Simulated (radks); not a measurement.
Fractional charge and spin in the 5s shell of iodine: the spin-up occupation runs from 0 to 1 and the spin-down occupation from 0 to 1; the fullest corner is I+, [Kr] 4d10 5p(up 2, down 2) 5s(up 1, down 1). All-electron calculation, scalar-relativistic Kohn-Sham, PBE, spin-polarised, spherical densities, finite nucleus; Fermi nuclear charge, rms radius of each element as measured or else 0.836 A^(1/3) + 0.57 fm. Program: a radial shooting solver on a logarithmic mesh with Libxc functionals. Energy (eV) minus the two flat planes that join the four corners (they meet along the diagonal where the two added fractions sum to one electron); zero is where a piecewise linear energy would lie.

\begin{tabular}{lrrr}
down \ up & 0 & 0.5 & 1 \\ \hline
0 & 0.000 & -1.345 & 0.000 \\
0.5 & -1.345 & 0.230 & -1.254 \\
1 & 0.000 & -1.254 & 0.000 \\
\end{tabular}

Corners above the fullest one (they belong to I2+ and the next ion): (up 1, down 0) 31.204 eV, (up 0, down 1) 31.204 eV, (up 0, down 0) 73.730 eV. With half an added electron in each spin the energy lies 0.230 eV from the planes, and with half an added electron in spin up alone -1.345 eV. The planes are only a guide here: the flat-plane condition holds for ground states with one frontier orbital, while this shell lies below other occupied shells, so the corners above the fullest one are inner-hole states and not the ground states of those ions.
